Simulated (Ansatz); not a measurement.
Geometry optimisation, RKS PBE0-D4/6-31G* in Ansatz.

input.yaml

```yaml
crystal:
  periodic: [false, false, false]
  atoms:
    - { symbol: F, position_ang: [1.294, -1.4642, 2.0847] }
    - { symbol: Al, position_ang: [0.7162, -1.3643, 0.3506] }
    - { symbol: F, position_ang: [-0.1296, -2.7834, -0.4036] }
    - { symbol: O, position_ang: [1.058, 0.1748, -0.642] }
    - { symbol: Si, position_ang: [2.67966, -0.12981, -1.2744] }
    - { symbol: H, position_ang: [2.65395, -1.31122, -2.18815] }
    - { symbol: H, position_ang: [3.64536, -0.33508, -0.2253] }
    - { symbol: H, position_ang: [3.05446, 1.0498, -2.10205] }
basis:
  gaussian: { orbitals: "6-31G*" }
hamiltonian:
  xc: pbe0
  dispersion: d4
relax:
  f_tol: 0.015
  max_steps: 40
```

Command:

```bash
$ ansatz run input.yaml --threads 1 --pin off --max-ram 2048MiB --backend cpu --events-out ev --progress --plain --runs-dir out
```

Where does it end, and by what steps?

The forces met the threshold. After 11 steps the energy has fallen by 1.625 eV; O4 moved furthest, 1.23 Å. Parted: Al2–Si5.

```json
{"step": "0", "energy less start (eV)": "0.0000", "largest force component (eV/Å)": "3.787", "accepted": "yes"}
{"step": "1", "energy less start (eV)": "-0.9870", "largest force component (eV/Å)": "2.346", "accepted": "yes"}
{"step": "2", "energy less start (eV)": "-1.2632", "largest force component (eV/Å)": "1.030", "accepted": "yes"}
{"step": "3", "energy less start (eV)": "-1.4848", "largest force component (eV/Å)": "0.280", "accepted": "yes"}
{"step": "4", "energy less start (eV)": "-1.5248", "largest force component (eV/Å)": "0.303", "accepted": "yes"}
{"step": "5", "energy less start (eV)": "-1.5747", "largest force component (eV/Å)": "0.370", "accepted": "yes"}
{"step": "6", "energy less start (eV)": "-1.6051", "largest force component (eV/Å)": "0.249", "accepted": "yes"}
{"step": "7", "energy less start (eV)": "-1.6207", "largest force component (eV/Å)": "0.164", "accepted": "yes"}
{"step": "8", "energy less start (eV)": "-1.6249", "largest force component (eV/Å)": "0.043", "accepted": "yes"}
{"step": "9", "energy less start (eV)": "-1.6252", "largest force component (eV/Å)": "0.053", "accepted": "yes"}
{"step": "10", "energy less start (eV)": "-1.6195", "largest force component (eV/Å)": "0.280", "accepted": "no"}
{"step": "11", "energy less start (eV)": "-1.6255", "largest force component (eV/Å)": "0.002", "accepted": "yes"}
```

```xyz
8
Properties=species:S:1:pos:R:3
F 0.630 -1.339 2.150
Al 0.574 -1.528 0.521
F -0.658 -2.413 -0.104
O 1.732 -0.841 -0.470
Si 2.901 -0.168 -1.406
H 3.175 -1.035 -2.585
H 4.159 -0.012 -0.625
H 2.459 1.172 -1.882
```

The run took 55 s on 1 thread of Arm Neoverse V1, with other jobs on the host, peak memory 0.18 GiB.
